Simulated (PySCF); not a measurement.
PySCF job for C2H6O2Si, SMILES CC(=O)O[SiH3], r2SCAN-D4/def2-SVP. Coordinates come from a r2SCAN-D4/def2-SVP optimisation.

```python
import numpy as np
from pyscf import gto, scf, dft, df
from pyscf.hessian import thermo

mol = gto.M(
    atom='''
    Si   -0.07473261   -1.72332459    0.00000000
    O    -0.73312889   -0.13295044   -0.00000000
    C     0.15929416    0.88022475   -0.00000000
    C    -0.49771609    2.22766753    0.00000000
    O     1.35204990    0.67219940   -0.00000000
    H     0.72379490   -1.95790194   -1.23081866
    H    -1.29003099   -2.57831761   -0.00000001
    H     0.72379490   -1.95790195    1.23081865
    H     0.26218457    3.01715850    0.00000000
    H    -1.14716167    2.32108100   -0.88353969
    H    -1.14716167    2.32108101    0.88353968
    ''',
    basis='def2-SVP',
    charge=0,
    spin=0,
    max_memory=1600,
    verbose=3,
)
mf = dft.RKS(mol, xc='r2scan').density_fit(auxbasis='def2-universal-jkfit')
mf.disp = 'd4'
mf.grids.level = 4
mf.conv_tol = 1e-11
mf.max_cycle = 100
mf.kernel()

# [left out here: the lines that compute and print the analytic Hessian (its translational invariance restored by hand, since the grid's response is missing), thermochemistry and intensities]
```

It prints:

```
converged SCF energy = -519.397660981627

WARN: MGGA Hessian is sensitive to dft grids. grids.level 4 may not be dense enough.


WARN: DFTD4 does not support analytical Hessian, using finite difference.


WARN: Mole.unit (angstrom) is changed to Bohr

Mode                                 0                   1                   2
Irrep
Freq [cm^-1]                       95.8642            124.7122            150.8987
Reduced mass [au]                   1.1484              2.6843              5.9723
Force const [Dyne/A]                0.0062              0.0246              0.0801
Char temp [K]                     137.9273            179.4330            217.1096
Normal mode                   x     y     z       x     y     z       x     y     z
       0  Si                -0.00 -0.00 -0.01   -0.00 -0.00  0.06   -0.07 -0.06 -0.00
       1   O                 0.00 -0.00  0.08    0.00  0.00 -0.14    0.10 -0.01  0.00
       2   C                 0.00  0.00  0.02    0.00 -0.00 -0.04    0.06  0.04  0.00
       3   C                -0.00 -0.00 -0.03   -0.00 -0.00  0.12   -0.06 -0.02 -0.00
       4   O                 0.00  0.00 -0.03    0.00  0.00 -0.06    0.07  0.13  0.00
       5   H                -0.09  0.04 -0.08    0.09 -0.16  0.15   -0.08 -0.14  0.01
       6   H                -0.00  0.00  0.05   -0.00  0.00  0.06   -0.15  0.05 -0.00
       7   H                 0.09 -0.04 -0.08   -0.09  0.16  0.15   -0.08 -0.14 -0.01
       8   H                -0.00  0.00  0.42   -0.00  0.00  0.36   -0.13  0.05 -0.00
       9   H                 0.44  0.14 -0.34    0.12  0.16  0.04   -0.07 -0.08  0.00
      10   H                -0.44 -0.14 -0.34   -0.12 -0.16  0.04   -0.07 -0.08 -0.00
Mode                                 3                   4                   5
Irrep
Freq [cm^-1]                      214.5015            377.0567            578.9150
Reduced mass [au]                   1.1547              3.1214              2.1132
[...]
       3   C                 0.04 -0.05 -0.00   -0.01  0.04  0.00    0.00  0.01  0.00
       4   O                 0.04  0.05 -0.00    0.03  0.00  0.00    0.00  0.00 -0.00
       5   H                 0.00 -0.20  0.00    0.31 -0.38  0.29   -0.45 -0.29 -0.24
       6   H                -0.08  0.12 -0.00    0.14 -0.19  0.00    0.30 -0.39 -0.00
       7   H                 0.00 -0.20 -0.00    0.31 -0.38 -0.29   -0.45 -0.29  0.24
       8   H                -0.07  0.06 -0.00   -0.05  0.09 -0.00   -0.01  0.02 -0.00
       9   H                 0.01 -0.17  0.01   -0.02  0.02  0.00   -0.00 -0.01  0.00
      10   H                 0.01 -0.17 -0.01   -0.02  0.02 -0.00   -0.00 -0.01 -0.00
Mode                                12                  13                  14
Irrep
Freq [cm^-1]                      958.0638            963.0406           1014.3867
Reduced mass [au]                   1.0472              2.9497              1.6375
Force const [Dyne/A]                0.5664              1.6118              0.9928
Char temp [K]                    1378.4405           1385.6010           1459.4766
Normal mode                   x     y     z       x     y     z       x     y     z
       0  Si                 0.00 -0.00 -0.04    0.02  0.01 -0.00   -0.00  0.01 -0.00
       1   O                 0.00  0.00  0.00   -0.09 -0.09 -0.00   -0.01 -0.10 -0.00
       2   C                -0.00  0.00  0.00    0.05 -0.07 -0.00   -0.01  0.03  0.00
       3   C                 0.00 -0.00  0.00   -0.06  0.09  0.00    0.12  0.06 -0.00
       4   O                -0.00 -0.00 -0.00    0.11  0.01 -0.00   -0.05  0.01 -0.00
       5   H                 0.30  0.27  0.13   -0.14  0.12 -0.12   -0.04  0.10 -0.05
       6   H                 0.00 -0.00  0.77   -0.17  0.27  0.00   -0.08  0.12  0.00
       7   H                -0.30 -0.27  0.13   -0.14  0.12  0.12   -0.04  0.10  0.05
       8   H                 0.00 -0.00 -0.00   -0.04  0.07 -0.00   -0.28  0.44  0.00
       9   H                 0.00 -0.00 -0.00   -0.05  0.20 -0.01   -0.04 -0.35  0.07
      10   H                -0.00  0.00 -0.00   -0.05  0.20  0.01   -0.04 -0.35 -0.07
Mode                                15                  16                  17
Irrep
Freq [cm^-1]                     1043.4203           1282.3445           1376.4666
Reduced mass [au]                   1.9106              2.6557              1.7578
Force const [Dyne/A]                1.2256              2.5730              1.9622
Char temp [K]                    1501.2495           1845.0082           1980.4290
Normal mode                   x     y     z       x     y     z       x     y     z
       0  Si                -0.00  0.00 -0.00    0.00 -0.01  0.00   -0.00  0.00 -0.00
       1   O                 0.00 -0.00  0.03   -0.04 -0.08 -0.00    0.02  0.03  0.00
       2   C                -0.00  0.00 -0.16    0.05  0.20 -0.00   -0.03 -0.12  0.00
       3   C                 0.00 -0.00  0.12   -0.05 -0.01  0.00   -0.05  0.14  0.00
       4   O                -0.00  0.00  0.03    0.00 -0.03 -0.00    0.01  0.01 -0.00
       5   H                 0.00 -0.01  0.00   -0.02  0.05 -0.03    0.01 -0.02  0.02
       6   H                -0.00  0.00 -0.00   -0.05  0.06  0.00    0.02 -0.02 -0.00
       7   H                -0.00  0.01  0.00   -0.02  0.05  0.03    0.01 -0.02 -0.02
       8   H                -0.00  0.00 -0.28    0.26 -0.30 -0.00    0.27 -0.18 -0.00
       9   H                 0.25 -0.36 -0.11    0.16 -0.16 -0.16    0.13 -0.40 -0.18
      10   H                -0.25  0.36 -0.11    0.16 -0.16  0.16    0.13 -0.40  0.18
Mode                                18                  19                  20
Irrep
Freq [cm^-1]                     1434.3792           1442.6675           1815.4262
Reduced mass [au]                   1.0497              1.0454             11.4176
Force const [Dyne/A]                1.2725              1.2819             22.1708
Char temp [K]                    2063.7523           2075.6773           2611.9941
Normal mode                   x     y     z       x     y     z       x     y     z
       0  Si                 0.00  0.00 -0.00    0.00  0.00 -0.00   -0.00  0.00  0.00
       1   O                 0.00  0.00  0.00    0.00  0.00 -0.00    0.01 -0.01 -0.00
       2   C                 0.01 -0.02 -0.00    0.00 -0.00  0.03   -0.22  0.06  0.00
       3   C                -0.03 -0.04 -0.00   -0.00 -0.00  0.05    0.02 -0.02  0.00
       4   O                -0.02  0.01  0.00   -0.00  0.00 -0.00    0.14 -0.03 -0.00
       5   H                -0.00 -0.00  0.00    0.00 -0.00  0.00    0.00 -0.00  0.02
       6   H                 0.00 -0.00  0.00   -0.00 -0.00  0.00    0.01 -0.02 -0.00
       7   H                -0.00 -0.00 -0.00   -0.00  0.00  0.00    0.00 -0.00 -0.02
       8   H                -0.36  0.30  0.00   -0.00  0.00 -0.71   -0.06  0.05 -0.00
       9   H                 0.48  0.11 -0.35    0.18  0.44 -0.05    0.04 -0.02 -0.02
      10   H                 0.48  0.11  0.35   -0.18 -0.44 -0.05    0.04 -0.02  0.02
Mode                                21                  22                  23
Irrep
Freq [cm^-1]                     2258.3107           2269.5879           2271.1498
Reduced mass [au]                   1.0194              1.0507              1.0540
Force const [Dyne/A]                3.0631              3.1886              3.2031
Char temp [K]                    3249.2063           3265.4317           3267.6789
Normal mode                   x     y     z       x     y     z       x     y     z
       0  Si                -0.01  0.01  0.00   -0.04 -0.01  0.00   -0.00 -0.00 -0.04
       1   O                 0.00  0.00  0.00   -0.00 -0.00  0.00   -0.00  0.00 -0.00
       2   C                -0.01 -0.00  0.00   -0.00  0.00  0.00   -0.00  0.00 -0.00
       3   C                 0.00  0.00 -0.00    0.00 -0.00  0.00    0.00  0.00 -0.00
       4   O                 0.00 -0.00 -0.00    0.00 -0.00 -0.00    0.00 -0.00  0.00
       5   H                 0.34 -0.10 -0.53    0.14 -0.05 -0.23   -0.38  0.10  0.57
       6   H                -0.33 -0.23  0.00    0.73  0.51  0.00    0.00  0.00 -0.01
       7   H                 0.34 -0.10  0.53    0.14 -0.05  0.23    0.38 -0.10  0.57
       8   H                -0.00  0.00  0.00   -0.00 -0.00 -0.00    0.00  0.00  0.00
       9   H                 0.00 -0.00 -0.00   -0.00 -0.00 -0.00   -0.00 -0.00 -0.00
      10   H                 0.00 -0.00  0.00   -0.00 -0.00  0.00    0.00  0.00 -0.00
Mode                                24                  25                  26
Irrep
Freq [cm^-1]                     3057.4584           3149.5738           3200.6161
Reduced mass [au]                   1.0372              1.1015              1.1071
Force const [Dyne/A]                5.7123              6.4375              6.6818
Char temp [K]                    4399.0019           4531.5354           4604.9739
Normal mode                   x     y     z       x     y     z       x     y     z
       0  Si                 0.00 -0.00 -0.00   -0.00  0.00  0.00   -0.00  0.00  0.00
       1   O                -0.00  0.00  0.00   -0.00  0.00 -0.00    0.00  0.00 -0.00
       2   C                -0.00  0.00  0.00    0.00 -0.00  0.00   -0.00  0.00  0.00
       3   C                 0.03 -0.04  0.00    0.00  0.00  0.09   -0.08 -0.05  0.00
       4   O                -0.00 -0.00 -0.00   -0.00  0.00  0.00    0.00 -0.00  0.00
       5   H                -0.00 -0.00  0.00    0.00 -0.00 -0.00    0.00 -0.00 -0.00
       6   H                -0.00 -0.00 -0.00   -0.00 -0.00 -0.00    0.00 -0.00  0.00
       7   H                -0.00 -0.00 -0.00   -0.00  0.00 -0.00    0.00 -0.00  0.00
       8   H                 0.32  0.32  0.00   -0.00 -0.00  0.01    0.59  0.61  0.00
       9   H                -0.36  0.05 -0.50   -0.40  0.06 -0.53    0.17 -0.03  0.25
      10   H                -0.36  0.05  0.50    0.40 -0.06 -0.53    0.17 -0.03 -0.25
temperature 298.1500 [K]
pressure 101325.00 [Pa]
Rotational constants [GHz] 9.86711 2.53937 2.09718
Symmetry number 1
Zero-point energy (ZPE) 0.07690 [Eh]   201906.139 [J/mol]
                           tot       elec      trans        rot        vib
Entropy [J/mol/K]       336.276      0.000    164.887    109.692     61.696
Cv [J/mol/K]             93.851      0.000     12.472     12.472     68.908
Cp [J/mol/K]            102.166      0.000     20.786     12.472     68.908
Internal energy [J/mol]                      3718.434   3718.434 212037.552
Internal energy [Eh]   -519.31407  -519.39766
Enthalpy [J/mol]                             6197.391   3718.434 212037.552
Enthalpy [Eh]          -519.31312
Gibbs free energy [J/mol]                  -42963.739 -28986.355 193642.859
Gibbs free energy [Eh] -519.35131
static polarisability / bohr^3: [[48.829  0.277  0.   ]
 [ 0.279 59.358  0.   ]
 [ 0.     0.    41.108]]
largest difference of analytic and finite-field dipole derivatives / e: 0.0018919109758377406
mode   freq/cm-1   IR/(km/mol)   Raman/(A^4/amu)   depolarisation
   1       95.86         1.533             0.254            0.750
   2      124.71         2.438             0.609            0.750
   3      150.90        13.254             0.535            0.628
   4      214.50         0.002             0.423            0.750
   5      377.06         5.309             2.004            0.347
   6      578.91         0.002             4.496            0.750
   7      597.97        10.378             9.992            0.469
   8      696.56        27.197             8.761            0.579
   9      710.57        49.985            12.000            0.750
  10      793.12        51.771             6.586            0.157
  11      937.50       286.900            12.151            0.745
  12      941.51       157.103            12.982            0.746
  13      958.06        71.040            22.279            0.750
  14      963.04        39.968             5.608            0.065
  15     1014.39        23.769             3.437            0.445
  16     1043.42        10.570             0.120            0.750
  17     1282.34       260.475             3.983            0.677
  18     1376.47       152.280             2.393            0.747
  19     1434.38        15.664            15.441            0.700
  20     1442.67        11.225            14.661            0.750
  21     1815.43       215.443             2.713            0.306
  22     2258.31        47.015           213.911            0.021
  23     2269.59       117.710            87.035            0.627
  24     2271.15       112.529            61.769            0.750
  25     3057.46         0.697           139.795            0.005
  26     3149.57         0.807            70.209            0.750
  27     3200.62         2.436            71.240            0.715
max |gradient| / (hartree/bohr): 0.0002786052943139779
APT charges: [ 1.3842 -1.0447  1.1486 -0.1432 -0.698  -0.2555 -0.2519 -0.2555  0.03
  0.0437  0.0437]
```

Self-consistency was reached.
